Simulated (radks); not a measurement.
Problem. These are the eigenvalues of the occupied orbitals of an atom or ion with whole-number occupations (eV). Calculated with a radial shooting solver on a logarithmic mesh with Libxc functionals: scalar-relativistic Kohn-Sham, PBEsol, spin-unpolarised, spherical densities, finite nucleus; Fermi nuclear charge, rms radius of each element as measured or else 0.836 A^(1/3) + 0.57 fm.

| orbital | eigenvalue |
|---|---|
| 1s | -59319.74 |
| 2s | -10067.09 |
| 2p | -8899.007 |
| 3s | -2318.691 |
| 3p | -1964.895 |
| 3d | -1527.324 |
| 4s | -512.5759 |
| 4p | -395.7250 |
| 4d | -240.3796 |
| 5s | -109.4868 |
| 5p | -79.4917 |
| 4f | -68.9674 |
| 6s | -36.6900 |

Which element is it, and in what charge state? The configuration may be excited.

Solution. Z = 69, thulium, charge +4: Tm4+ in [Xe] 4f10 6s1. The list shows which subshells hold electrons but not how many an open one holds; the 1s level, -2180 hartree, gives Z - s = 66.0 by -(Z - s)^2/2, which with screening and relativity narrows Z to a few neighbours, and the depths of the outer levels then fix element, charge and occupations together.
